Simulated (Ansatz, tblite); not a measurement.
Removing an electron: cyclo-(H2SiSe)2 (Si2H4Se2). The state is a singlet with charge 0. Geometry: PBE0-D4/def2-SVP. Ansatz, gas phase; energy differences of separate SCF runs; the oxidised species was run as a doublet alone.

```xyz
8

Si    0.066    0.962    1.117
H     0.674    2.322    1.055
H    -0.462    0.735    2.493
Se    1.547   -0.671    0.486
Si   -0.067   -0.962   -1.117
H     0.463   -0.732   -2.492
H    -0.674   -2.323   -1.058
Se   -1.549    0.669   -0.484
```

The xTB rows come from tblite. HOMO above LUMO, or a gap near zero within one spin, warns that the state may not be the lowest or that an electron is smeared out.

```
              level  −HOMO (eV)  vertical IE (eV)  −LUMO (eV)  HOMO–LUMO gap (eV)                                     remarks
           GFN1-xTB       10.72             13.52        5.63                5.09                                           –
           GFN2-xTB       10.75             13.13        7.08                3.66                                           –
   PBE-D4/def2-TZVP        6.15              8.73        2.06                4.09  gap within one spin near zero (+1 doublet)
r2SCAN-D4/def2-TZVP        6.44              8.93        1.81                4.63  gap within one spin near zero (+1 doublet)
  PBE0-D4/def2-TZVP        7.28              9.11        1.25                6.02                                           –
```

Relaxing the oxidised species (PBE0-D4/def2-SVP) changes its energy by -0.05 eV at PBE0-D4/def2-TZVP, so the adiabatic ionisation energy to this nearest minimum is 9.06 eV. At PBE-D4/def2-TZVP it is 8.67 eV.    Raw xTB energy differences between charge states are shifted by several eV; the methods need an empirical correction for them.
